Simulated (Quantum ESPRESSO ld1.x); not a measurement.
Problem. Species: Al IV. Configuration: [Ne]. All-electron calculation, Dirac Kohn-Sham, revPBE, spin-unpolarised, spherical densities, point nucleus. Program: ld1.x of Quantum ESPRESSO 7.5. Some entries of the table are withheld. Estimate them.

orbital,occ.,eigenvalue (eV),<r> (bohr)
1s1/2,2,-1547.01,0.1201
2s1/2,2,-142.709,0.6224
2p1/2,2,(1),(2)
2p3/2,4,(3),(4)
3s1/2,0,-32.9147,2.025
3p1/2,0,-25.4800,2.262
3p3/2,0,-25.4334,2.266

Solution. 
(1) 2p1/2 eigenvalue (eV): -104.363
(2) 2p1/2 <r> (bohr): 0.5959
(3) 2p3/2 eigenvalue (eV): -103.917
(4) 2p3/2 <r> (bohr): 0.5980
